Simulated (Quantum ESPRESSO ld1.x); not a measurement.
The numbers below are computed, except where a source is named.
Question: Ce V, configuration [Xe] (the NIST ground configuration). Level of theory: Dirac Kohn-Sham, RPBE, spin-unpolarised, spherical densities, point nucleus (ld1.x of Quantum ESPRESSO 7.5). Some entries of the table are withheld. Estimate them.

| orbital | occ. | eigenvalue (eV) | <1/r> (bohr^-1) |
|---|---|---|---|
| 1s1/2 | 2 | -40281.6 | 63.36 |
| 2s1/2 | 2 | -6484.63 | 14.93 |
| 2p1/2 | 2 | -6123.78 | 14.91 |
| 2p3/2 | 4 | -5677.29 | 13.51 |
| 3s1/2 | 2 | -1432.63 | (1) |
| 3p1/2 | 2 | -1280.05 | 5.301 |
| 3p3/2 | 4 | -1192.30 | 4.952 |
| 3d3/2 | 4 | (2) | 4.816 |
| 3d5/2 | 6 | (3) | 4.727 |
| 4s1/2 | 2 | -325.263 | (4) |
| 4p1/2 | 2 | -268.461 | 2.138 |
| 4p3/2 | 4 | -249.434 | 2.025 |
| 4d3/2 | 4 | -156.094 | 1.813 |
| 4d5/2 | 6 | -152.724 | 1.785 |
| 5s1/2 | 2 | -78.7618 | 0.9128 |
| 5p1/2 | 2 | -62.2468 | 0.8252 |
| 5p3/2 | 4 | -59.0264 | 0.7880 |
| 4f5/2 | 0 | -47.3180 | 1.316 |
| 4f7/2 | 0 | -46.9259 | 1.307 |
| 6s1/2 | 0 | -29.5358 | 0.4187 |

Answer: 
(1) 3s1/2 <1/r> (bohr^-1): 5.390
(2) 3d3/2 eigenvalue (eV): -925.941
(3) 3d5/2 eigenvalue (eV): -907.110
(4) 4s1/2 <1/r> (bohr^-1): 2.241
